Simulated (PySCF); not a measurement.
GeH₃Cl, SMILES [Cl][GeH3].

Geometry: PBE0-D3(BJ)/def2-TZVP.

Level of theory: HF/def2-TZVPD (PySCF).

Gas-phase values at a fixed geometry.

Problem. Estimate the frontier levels, gap, dipole moment and polarisability. (Estimate from the structure and the level; the computed values follow.)

Solution. 
```yaml
highest_occupied_level: -12.07 eV
lowest_empty_level: 1.92 eV
orbital_gap: 13.98 eV
dipole_moment: 2.13 D
quadrupole, principal values (traceless, Buckingham form, about the centre of nuclear charge): -0.77, 0.39, 0.39 D·Å
mean_static_polarisability: 43.6 bohr³ (6.47 Å³)
polarisability_principal_values: 40.3, 40.3, 50.3 bohr³
```
